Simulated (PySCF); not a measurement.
Start geometry of `COC1=CCCCC1` (1-methoxycyclohexene) from GFN2-xTB (Å):
```
atom  x, y, z in Å
C1     3.0228    0.2508   -0.1501
O2     1.8984    0.8980    0.3869
C3     0.6623    0.3508    0.1529
C4     0.4088   -0.7347   -0.5685
C5    -0.9773   -1.2722   -0.7749
C6    -1.9714   -0.6813    0.2195
C7    -1.7891    0.8301    0.2882
C8    -0.4074    1.1481    0.8482
H9     3.8849    0.8340    0.1702
H10    3.1146   -0.7727    0.2291
H11    2.9874    0.2254   -1.2445
H12    1.1954   -1.2793   -1.0682
H13   -1.2992   -1.0418   -1.7973
H14   -0.9595   -2.3620   -0.6852
H15   -2.9910   -0.9312   -0.0800
H16   -1.7951   -1.1087    1.2087
H17   -2.5571    1.2807    0.9195
H18   -1.8852    1.2505   -0.7150
H19   -0.1733    2.2090    0.7401
H20   -0.3742    0.9172    1.9174
```

Problem. What comes out of this run: PBE0-D3(BJ)/def2-SVP geometry optimisation, gas phase in PySCF?

Solution. 
```
atom  x, y, z in Å
C1     2.5986   -0.2694   -0.2132
O2     1.4847    0.3973    0.3038
C3     0.2554   -0.0878    0.0124
C4    -0.0013   -1.1694   -0.7444
C5    -1.3972   -1.6644   -0.9980
C6    -2.4135   -1.0538   -0.0399
C7    -2.1940    0.4473    0.0900
C8    -0.8127    0.7417    0.6599
H9     3.4871    0.2724    0.1362
H10    2.6498   -1.3149    0.1408
H11    2.5927   -0.2769   -1.3182
H12    0.8182   -1.7233   -1.2077
H13   -1.6895   -1.4405   -2.0423
H14   -1.4205   -2.7649   -0.9209
H15   -3.4385   -1.2725   -0.3788
H16   -2.3028   -1.5204    0.9549
H17   -2.9694    0.9074    0.7223
H18   -2.2840    0.9131   -0.9071
H19   -0.5428    1.8028    0.5333
H20   -0.7890    0.5557    1.7490
```

The energy falls by 5.1 kJ/mol over 6 energy and gradient evaluations, the largest force component goes from 0.0213 to 1.2e-04 Eh/bohr, and the atoms move by 0.035 Å rms after alignment. The bond that changes most is O2–C3 (ether oxygen to vinylic carbon bearing oxygen), which shortens by 0.019 Å. Bonds longer at the end by more than 0.005 Å: 13 of 20; shorter: 3. Rotational constants go from 4206, 1440, 1131 to 4166, 1448, 1131 MHz. The orientation of the end geometry is arbitrary; only internal coordinates are fixed.

The run used 172 basis functions and 38 SCF cycles in all.

PBE0-D3(BJ)/def2-SVP frequencies: not computed here. One conformer, not necessarily the lowest.
